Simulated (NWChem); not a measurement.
System: C₂H₆MgO; SMILES C[O][Mg][CH3]

Excerpt of the output:

```
             Northwest Computational Chemistry Package (NWChem) 7.3.0
             --------------------------------------------------------

 C1  symmetry detected

                             Geometry "geometry" -> ""
                             -------------------------

 Output coordinates in angstroms (scale by  1.889725989 to convert to a.u.)

  No.       Tag          Charge          X              Y              Z
 ---- ---------------- ---------- -------------- -------------- --------------
    1 Mg                  12.0000    -0.00536221    -0.62805075    -0.00102210
    2 C                    6.0000     0.00534708    -2.71170169     0.00057440
    3 H                    1.0000    -0.10339821    -3.12383431    -1.01678407
    4 H                    1.0000    -0.81800325    -3.12541919     0.60708998
    5 H                    1.0000     0.94555279    -3.11444975     0.41394124
    6 O                    8.0000    -0.01026155     1.15141643     0.00039108
    7 C                    6.0000     0.00812951     2.52161697     0.00014993
    8 H                    1.0000     0.56301767     2.93596721     0.86712124
    9 H                    1.0000     0.48987794     2.93657879    -0.90903043
   10 H                    1.0000    -1.01146756     2.95694313     0.04245263

 Effective nuclear repulsion energy (a.u.)     132.0072103789

                                 NWChem DFT Module
                                 -----------------

 Summary of "ao basis" -> "ao basis" (spherical)
 ------------------------------------------------------------------------------
       Tag                 Description            Shells   Functions and Types
 ---------------- ------------------------------  ------  ---------------------
 Mg                        def2-tzvp                12       32   5s4p3d
 C                         def2-tzvp                11       31   5s3p2d1f
 H                         def2-tzvp                 4        6   3s1p
 O                         def2-tzvp                11       31   5s3p2d1f

            General Information
            -------------------
          SCF calculation type: DFT
          Wavefunction type:  closed shell.
          No. of atoms     :    10
          No. of electrons :    38
           Alpha electrons :    19
            Beta electrons :    19
          Charge           :     0
          Spin multiplicity:     1
          Use of symmetry is: off; symmetry adaption is: off
          Maximum number of iterations: 150
          AO basis - number of functions:   161
                     number of shells:    69
          Convergence on energy requested:  1.00D-06
          Convergence on density requested:  1.00D-05
          Convergence on gradient requested:  5.00D-04

              XC Information
              --------------
                        M06-L Method XC Functional
                         M06-L Exchange Functional  1.000
                       M06-L Correlation Potential  1.000

             Grid Information
             ----------------
          Grid used for XC integration:  medium
          Radial quadrature: Mura-Knowles
          Angular quadrature: Lebedev.
          Tag              B.-S. Rad. Rad. Pts. Rad. Cut. Ang. Pts.
          ---              ---------- --------- --------- ---------
          Mg                  1.50       88          11.0       590
          C                   0.70       49          14.0       434
          H                   0.35       45          14.0       434
          O                   0.60       49          12.0       434
          Grid pruning is: on
          Number of quadrature shells:   505
          Spatial weights used:  Erf1

      Superposition of Atomic Density Guess
      -------------------------------------

 Sum of atomic energies:        -352.73245004

      Non-variational initial energy
      ------------------------------

 Total energy =    -354.218349
 1-e energy   =    -748.048677
 2-e energy   =     261.823118
 HOMO         =      -0.355592
 LUMO         =      -0.075738

     ---------------------------------------------
      Total Density - Mulliken Population Analysis
     ---------------------------------------------

    Atom       Charge   Shell Charges
 -----------   ------   -------------------------------------------------------
    1 Mg  12    10.92   2.00  0.71  1.28  0.53  0.16  5.12  0.88  0.12  0.03  0.00  0.07  0.02
    2 C    6     6.95   0.86  1.12  0.55  0.72  0.13  1.28  1.61  0.67  0.01  0.01  0.00
    3 H    1     0.81   0.24  0.43  0.12  0.02
    4 H    1     0.81   0.24  0.43  0.12  0.02
    5 H    1     0.81   0.24  0.43  0.12  0.02
    6 O    8     8.92   0.79  1.18  0.59  0.97  0.24  2.09  2.26  0.78  0.00  0.01  0.00
    7 C    6     6.19   0.86  1.12  0.53  0.65  0.13  1.13  1.28  0.36  0.03  0.08  0.01
    8 H    1     0.87   0.25  0.45  0.15  0.02
    9 H    1     0.87   0.25  0.45  0.15  0.02
   10 H    1     0.87   0.25  0.45  0.15  0.02

   convergence    iter        energy       DeltaE   RMS-Dens  Diis-err
 ---------------- ----- ----------------- --------- --------- ---------
 d= 0,ls=0.0,diis     1   -355.0901820311 -4.87D+02  1.95D-02  8.64D-01
 d= 0,ls=0.5,diis     2   -353.3984857526  1.69D+00  5.32D-03  1.27D+01
 d= 0,ls=0.5,diis     3   -354.4073777214 -1.01D+00  3.83D-03  5.39D+00
 d= 0,ls=0.5,diis     4   -354.7839128277 -3.77D-01  3.94D-03  2.64D+00
 d= 0,ls=0.5,diis     5   -354.9869260636 -2.03D-01  3.65D-03  1.12D+00
 d= 0,ls=0.5,diis     6   -355.1020765943 -1.15D-01  3.10D-03  3.39D-01
 d= 0,ls=0.5,diis     7   -355.1549068689 -5.28D-02  2.10D-03  7.01D-02
  Resetting Diis
 d= 0,ls=0.5,diis     8   -355.1731967123 -1.83D-02  1.86D-03  1.68D-02
 d= 0,ls=0.5,diis     9   -355.1087341646  6.45D-02  9.14D-03  1.01D-01
 d= 0,ls=0.5,diis    10   -355.1477669551 -3.90D-02  4.00D-03  5.58D-02
 d= 0,ls=0.5,diis    11   -355.1633790071 -1.56D-02  2.66D-03  1.37D-02
 d= 0,ls=0.5,diis    12   -355.1693173787 -5.94D-03  1.35D-03  1.02D-02
 d= 0,ls=0.5,diis    13   -355.1724362169 -3.12D-03  6.63D-04  6.60D-03
 d= 0,ls=0.5,diis    14   -355.1742450826 -1.81D-03  4.87D-04  3.07D-03
 d= 0,ls=0.5,diis    15   -355.1752620120 -1.02D-03  3.04D-04  1.36D-03
 d= 0,ls=0.5,diis    16   -355.1757304541 -4.68D-04  3.00D-04  6.48D-04
 d= 0,ls=0.5,diis    17   -355.1759623378 -2.32D-04  2.01D-04  3.46D-04
 d= 0,ls=0.5,diis    18   -355.1760899581 -1.28D-04  1.05D-04  2.17D-04
 d= 0,ls=0.5,diis    19   -355.1761620531 -7.21D-05  1.27D-04  1.20D-04
 d= 0,ls=0.5,diis    20   -355.1762032194 -4.12D-05  7.16D-05  7.82D-05
 d= 0,ls=0.5,diis    21   -355.1762253394 -2.21D-05  4.15D-05  4.35D-05
 d= 0,ls=0.5,diis    22   -355.1762374405 -1.21D-05  2.71D-05  2.49D-05
 d= 0,ls=0.5,diis    23   -355.1762439957 -6.56D-06  1.97D-05  1.33D-05
 d= 0,ls=0.5,diis    24   -355.1762473564 -3.36D-06  1.41D-05  6.68D-06
 d= 0,ls=0.5,diis    25   -355.1762491051 -1.75D-06  9.88D-06  3.26D-06
 d= 0,ls=0.5,diis    26   -355.1762500387 -9.34D-07  7.26D-06  1.56D-06

         Total DFT energy =     -355.176250449430
      One electron energy =     -752.799752243514
           Coulomb energy =      303.896713672862
    Exchange-Corr. energy =      -38.280422257715
 Nuclear repulsion energy =      132.007210378937

 Numeric. integr. density =       37.999996466952

                       DFT Final Molecular Orbital Analysis
                       ------------------------------------

 Vector   17  Occ=2.000000D+00  E=-2.262773D-01
              MO Center=  3.8D-03, -2.3D+00, -6.4D-05, r^2= 1.7D+00
   Bfn.  Coefficient  Atom+Function         Bfn.  Coefficient  Atom+Function
  ----- ------------  ---------------      ----- ------------  ---------------
    39      0.329252   2 C  py                4      0.294919   1 Mg s
    42      0.292518   2 C  py               45      0.209717   2 C  py
     3     -0.150194   1 Mg s                36      0.135131   2 C  s
    13     -0.126243   1 Mg py                7      0.109227   1 Mg py
    37      0.082137   2 C  s                65     -0.081012   3 H  s

 Vector   18  Occ=2.000000D+00  E=-2.078701D-01
              MO Center= -5.8D-02,  1.5D+00, -6.7D-02, r^2= 1.7D+00
   Bfn.  Coefficient  Atom+Function         Bfn.  Coefficient  Atom+Function
  ----- ------------  ---------------      ----- ------------  ---------------
    87      0.347361   6 O  px               90      0.301663   6 O  px
    93      0.258529   6 O  px               89     -0.197586   6 O  pz
   157      0.178765  10 H  s                92     -0.171584   6 O  pz
   151     -0.169113   9 H  s                95     -0.147098   6 O  pz
   158      0.114042  10 H  s               118     -0.109904   7 C  px

 Vector   19  Occ=2.000000D+00  E=-2.078563D-01
              MO Center=  4.9D-02,  1.5D+00,  6.8D-02, r^2= 1.7D+00
   Bfn.  Coefficient  Atom+Function         Bfn.  Coefficient  Atom+Function
  ----- ------------  ---------------      ----- ------------  ---------------
    89      0.347436   6 O  pz               92      0.301741   6 O  pz
    95      0.258534   6 O  pz              145     -0.200865   8 H  s
    87      0.197516   6 O  px               90      0.171515   6 O  px
    93      0.147086   6 O  px              146     -0.128700   8 H  s
   120     -0.109887   7 C  pz              151      0.108759   9 H  s

 Vector   20  Occ=0.000000D+00  E=-2.617277D-02
              MO Center= -2.2D-03, -7.8D-01, -4.1D-03, r^2= 7.0D+00
   Bfn.  Coefficient  Atom+Function         Bfn.  Coefficient  Atom+Function
  ----- ------------  ---------------      ----- ------------  ---------------
     5      1.541765   1 Mg s                37     -0.795368   2 C  s
   117     -0.527906   7 C  s                45     -0.348691   2 C  py
    16     -0.293335   1 Mg py              116      0.205183   7 C  s
    32     -0.164090   1 Mg d  2             86     -0.160254   6 O  s
     3     -0.140076   1 Mg s                35     -0.134542   2 C  s

 Vector   21  Occ=0.000000D+00  E= 1.820864D-02
              MO Center=  5.6D-02, -7.1D-01,  2.1D-02, r^2= 6.0D+00
   Bfn.  Coefficient  Atom+Function         Bfn.  Coefficient  Atom+Function
  ----- ------------  ---------------      ----- ------------  ---------------
    17      0.949483   1 Mg pz               15     -0.236843   1 Mg px
   152     -0.205418   9 H  s                14      0.188430   1 Mg pz
   146      0.144036   8 H  s                46     -0.134174   2 C  pz
    66      0.132465   3 H  s                29     -0.128416   1 Mg d -1
     8     -0.117502   1 Mg pz              126     -0.115554   7 C  pz

 Vector   22  Occ=0.000000D+00  E= 1.823060D-02
              MO Center= -6.7D-02, -7.1D-01, -2.0D-02, r^2= 6.0D+00
   Bfn.  Coefficient  Atom+Function         Bfn.  Coefficient  Atom+Function
  ----- ------------  ---------------      ----- ------------  ---------------
    15      0.950013   1 Mg px               17      0.236932   1 Mg pz
   158     -0.190573  10 H  s                12      0.188356   1 Mg px
   146      0.158279   8 H  s                78     -0.139388   5 H  s
    44     -0.134333   2 C  px               28     -0.128654   1 Mg d -2
     6     -0.117481   1 Mg px              124     -0.112722   7 C  px

     ---------------------------------------------
      Total Density - Mulliken Population Analysis
     ---------------------------------------------

    Atom       Charge   Shell Charges
 -----------   ------   -------------------------------------------------------
    1 Mg  12    11.08   2.00  0.71  1.28  0.46  0.06  5.12  0.88  0.29  0.08  0.00  0.13  0.06
    2 C    6     6.66   0.85  1.12  0.52  0.61  0.27  1.28  1.27  0.76  0.01 -0.02 -0.00
    3 H    1     0.92   0.27  0.56  0.05  0.03
    4 H    1     0.92   0.27  0.56  0.05  0.03
    5 H    1     0.92   0.27  0.56  0.05  0.03
    6 O    8     8.72   0.79  1.18  0.57  0.98  0.34  1.88  2.03  0.94  0.00  0.02  0.00
    7 C    6     5.83   0.85  1.12  0.53  0.58  0.16  1.27  0.99  0.27  0.03  0.02  0.01
    8 H    1     0.99   0.28  0.59  0.09  0.03
    9 H    1     0.99   0.28  0.59  0.09  0.03
   10 H    1     0.99   0.28  0.59  0.09  0.03

     -------------------------------------------
      Total Density - Lowdin Population Analysis
     -------------------------------------------

    Atom       Charge   Shell Charges
 -----------   ------   -------------------------------------------------------
    1 Mg  12    11.39   2.00  0.86  1.07  0.29  0.11  4.80  1.14  0.43  0.20  0.00  0.20  0.28
    2 C    6     6.62   0.91  1.04  0.40  0.41  0.21  1.12  1.53  0.90  0.01  0.08  0.01
    3 H    1     0.89   0.25  0.41  0.16  0.07
    4 H    1     0.89   0.25  0.41  0.16  0.07
    5 H    1     0.89   0.25  0.41  0.16  0.07
    6 O    8     8.18   0.87  1.09  0.53  0.59  0.30  1.75  1.96  1.03  0.00  0.06  0.00
    7 C    6     6.39   0.91  1.04  0.38  0.35  0.17  1.10  1.34  0.56  0.04  0.43  0.07
    8 H    1     0.92   0.26  0.43  0.17  0.06
    9 H    1     0.92   0.26  0.43  0.17  0.06
   10 H    1     0.92   0.26  0.43  0.17  0.06

     Multipole analysis of the density
     ---------------------------------

     L   x y z        total         alpha         beta         nuclear
     -   - - -        -----         -----         ----         -------
     0   0 0 0     -0.000000    -19.000000    -19.000000     38.000000

     1   1 0 0     -0.000010     -0.000005     -0.000005      0.000000
     1   0 1 0     -0.153955     -0.076977     -0.076977     -0.000000
     1   0 0 1     -0.003008     -0.001504     -0.001504      0.000000

     2   2 0 0    -20.804456    -16.036800    -16.036800     11.269143
     2   1 1 0      0.052432     -0.004725     -0.004725      0.061883
     2   1 0 1     -0.000179      0.000007      0.000007     -0.000193
     2   0 2 0    -28.862657   -287.303521   -287.303521    545.744385
     2   0 1 1      0.001959      0.008455      0.008455     -0.014951
     2   0 0 2    -20.803668    -16.033062    -16.033062     11.262455
```

Level: M06-L/def2-TZVP. Geometry: optimised at PBE0/def2-SVP.

Problem. Write an input that gives this output.

Solution. One answer among several that fit: the input that was run:
```
start job
memory heap 200 mb stack 900 mb global 1100 mb
geometry units angstroms noautoz
  Mg    -0.545976     0.407368     0.147449
  C     -1.785996     1.299592     1.564490
  H     -1.925151     0.657888     2.450802
  H     -2.789135     1.510332     1.156777
  H     -1.373766     2.258743     1.921086
  O      0.515798    -0.350364    -1.062926
  C      1.350868    -0.923536    -1.985921
  H      1.866940    -0.168256    -2.613972
  H      2.146155    -1.535231    -1.512390
  H      0.810235    -1.595865    -2.683464
end
basis spherical
  * library def2-tzvp
end
dft
  xc m06-l
  iterations 150
  mulliken
end
task dft energy
```
